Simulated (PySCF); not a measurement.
[PdCl6]2- (charge -2 and singlet state).
Bonds: Pd1–Cl2, Pd1–Cl3, Pd1–Cl4, Pd1–Cl5, Pd1–Cl6, Pd1–Cl7.
The ion is multiply charged and has no counter-ions or solvent; whether it holds all its electrons wasn't checked.

Computed by this run: PBE0-D3(BJ)/def2-SVP geometry optimisation, gas phase, def2 core potentials past Kr (PySCF); density fitting, grid level 1; the optimiser is geomeTRIC in internal coordinates, started from a GFN2-xTB structure with every atom displaced at random (about 0.03 Å).

Step 0: E = -78572.6212 eV
```
atom  x, y, z in Å  |  force x, y, z in eV/Å
Pd1     0.0609   -0.0781    0.0122   -0.778   2.012  -0.694
Cl2    -0.0365   -0.0249    2.3180    0.144  -0.111   0.431
Cl3    -0.0404    0.0032   -2.3511    0.235  -0.132   0.084
Cl4     2.4240    0.0102    0.0090   -0.195  -0.124   0.027
Cl5    -2.3340   -0.0155   -0.0538    0.371  -0.154   0.108
Cl6    -0.0193    2.3366    0.0048    0.135  -0.441   0.033
Cl7     0.0371   -2.3335   -0.0076    0.088  -1.050   0.011
```

Step 1: E = -78572.7311 eV
```
atom  x, y, z in Å  |  force x, y, z in eV/Å
Pd1     0.0306   -0.0399    0.0009   -0.323   0.686  -0.271
Cl2    -0.0102   -0.0360    2.3393    0.042  -0.021   0.093
Cl3    -0.0190    0.0105   -2.3568    0.132  -0.081   0.065
Cl4     2.3781    0.0222    0.0098   -0.008  -0.081   0.004
Cl5    -2.3318   -0.0326   -0.0576    0.113  -0.049   0.095
Cl6     0.0087    2.3349   -0.0048    0.006  -0.199   0.036
Cl7     0.0354   -2.3612    0.0007    0.038  -0.255  -0.023
```

Problem. Estimate the geometry and energy of step 2. (The exact step hangs on the optimiser's Hessian estimate; all steps are aligned on step 1, rigid shifts and turns removed.)

Solution. E = -78572.7391 eV, largest force 0.135 eV/Å
```
atom  x, y, z in Å  |  force x, y, z in eV/Å
Pd1     0.0177   -0.0128   -0.0084   -0.054  -0.094   0.000
Cl2    -0.0328    0.0106    2.3433    0.075  -0.076  -0.020
Cl3     0.0367   -0.0146   -2.3578   -0.017   0.032  -0.002
Cl4     2.3623   -0.0339   -0.0351    0.057   0.090   0.084
Cl5    -2.3261   -0.0145   -0.0247   -0.066  -0.051  -0.008
Cl6    -0.0340    2.3288    0.0403    0.072   0.073  -0.080
Cl7     0.0680   -2.3656   -0.0261   -0.068   0.025   0.025
```

The energy changes by -0.0080 eV. The first-order estimate −F·Δx gives -0.0459 eV and the mean of the old and new forces, exact on a quadratic surface, -0.0078 eV. The step makes an angle of 69° with the force vector and moves no atom by more than 0.074 Å.

The cost below is that of the whole optimisation. On one thread, Arm Neoverse V1 (aarch64), shared host with 32 logical CPUs at a one-minute load of 19, this took 92 s wall and 0.58 GiB of memory at its peak.
